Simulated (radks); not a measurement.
Task: Coherent X-ray form factor from a spherical all-electron density. Calculated with a radial shooting solver on a logarithmic mesh with Libxc functionals: scalar-relativistic Kohn-Sham, PBEsol, spin-unpolarised, spherical densities, finite nucleus; Fermi nuclear charge, rms radius of each element as measured or else 0.836 A^(1/3) + 0.57 fm.

sin(theta)/lambda (1/angstrom)  f0 (electrons)
0.05                                    58.960
0.1                                     56.375
0.15                                    53.117
0.2                                     49.677
0.25                                    46.288
0.3                                     43.106
0.4                                     37.629
0.5                                     33.226
0.6                                     29.564
0.8                                     23.810
1                                       19.855
1.25                                    16.721
1.5                                     14.509
2                                       10.733

The species is in the configuration that NIST lists as its ground one. Which atom or ion scatters so?

Result: The promethium ion Pm+, [Xe] 4f5 6s1. Extrapolating in s^2 from the first two rows gives f0(0) = 59.8, near the electron count 60; among species with that count, the fall with angle is slower the higher Z, and the table is that of Z = 61; from so few rows the species is fixed only to a neighbour or two.
